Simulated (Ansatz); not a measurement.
Process, species as SMILES: N[Si](N)(N)F -> [NH][Si](N)(N)F + H atom (the H-N bond at the site shown breaks; other sites are not compared here)
Geometries: B3LYP-D3(BJ)/def2-TZVP minima from Ansatz (an electronic-structure program), one conformer each, not searched for the lowest. Frequencies are from Ansatz.
Geometry of the first species:
```
Si
F 1 1.6101
N 1 1.6971 2 117.96
H 3 1.0064 1 121.29 2 -76.95
H 3 1.0064 4 112.71 1 -155.95
N 1 1.7090 2 102.51 3 -115.65
H 6 1.0065 1 121.38 2 179.22
H 6 1.0069 7 111.86 1 -152.55
N 1 1.7090 2 102.51 6 -128.70
H 9 1.0065 1 121.38 2 -179.22
H 9 1.0069 10 111.86 1 152.55
```
Charge 0, spin multiplicity 1.

Property: bond dissociation energy (0 K, with B3LYP-D3(BJ) harmonic zero-point energies), in kcal/mol. Cores are frozen in the correlated levels unless marked. Open shells are spin-unrestricted. No spin-orbit coupling. Non-relativistic. Basis-set limits of correlation are two-point, X^-3; Hartree-Fock from the larger set. [CCSD(T)-MP2]/basis is that difference in the basis named.

Level to compare with: RI-MP2/CBS(cc-pV(T+d)Z,cc-pV(Q+d)Z)+[CCSD(T)-MP2]/cc-pV(T+d)Z (Ansatz), 113.3 kcal/mol. It is a level with limits of its own, and the differences hold the functionals' basis error too.

Problem. Rank these functionals by how close they come to RI-MP2/CBS(cc-pV(T+d)Z,cc-pV(Q+d)Z)+[CCSD(T)-MP2]/cc-pV(T+d)Z, closest first: wB97M-V/def2-TZVPD (Ansatz); LC-wPBE/def2-TZVPD (Ansatz); r2SCANh/def2-TZVPD (Ansatz).

Solution. wB97M-V/def2-TZVPD (range-separated hybrid meta-GGA with VV10, 111.2 kcal/mol, difference -2.1), LC-wPBE/def2-TZVPD (range-separated hybrid, 108.9 kcal/mol, difference -4.4), r2SCANh/def2-TZVPD (hybrid meta-GGA, 106.1 kcal/mol, difference -7.2)
